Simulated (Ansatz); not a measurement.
The same path of BrH4NSi (7 atoms, charge 0, multiplicity 1) was run twice with different band settings. Lost on the way: Si1–Br2, N3–H4. Made: Br2–H4.

Theory: RKS r2SCAN/def2-SVP (Ansatz).

Relaxed end points:

```xyz
7
Properties=species:S:1:pos:R:3
Si 0.147 -0.082 0.610
Br 2.068 -1.242 0.349
N -0.645 0.379 -0.841
H -1.092 -0.330 -1.416
H 0.518 1.150 1.352
H -0.761 -0.974 1.375
H -0.234 1.100 -1.429
```

```xyz
7
Properties=species:S:1:pos:R:3
Si -0.337 0.538 0.945
Br 1.110 -2.294 -1.324
N -0.085 0.387 -0.646
H 0.478 -0.857 -1.071
H -0.889 1.735 1.636
H 0.002 -0.617 1.800
H -0.278 1.108 -1.339
```

Common settings: movable images 7; climbing image yes; optimiser quadratic models (default); start path through a guess of the saddle point; force threshold 0.03 eV/Å; iteration limit 60; end points relaxed.

| run | spring |
| --- | --- |
| 1 | 5.0 eV/Å² |
| 2 | 2.0 to 10.0 eV/Å², energy-weighted |

(1) What does each run give, and how far can it be trusted?

Results:

(1) Run 1: converged after 17 iterations, highest image 2.914 eV above the first end. The top lies less than 8 meV above the higher end, about what the thresholds resolve: that end is a shoulder or a very shallow well. A vibrational analysis at the climbing image gives one clearly imaginary mode, 99i cm⁻¹: a first-order saddle point.
Run 2: converged after 22 iterations, highest image 2.913 eV above the first end. Neighbouring images differ by up to 1.4 eV, so the band resolves the path poorly. The top lies less than 8 meV above the higher end, about what the thresholds resolve: that end is a shoulder or a very shallow well. Another band between the same ends (7 images) ends at a top of the same energy, where a vibrational analysis finds 1 clearly imaginary mode.
The orbitals stay closed-shell, which can raise the energy where a bond breaks towards radicals; this wasn't checked here.
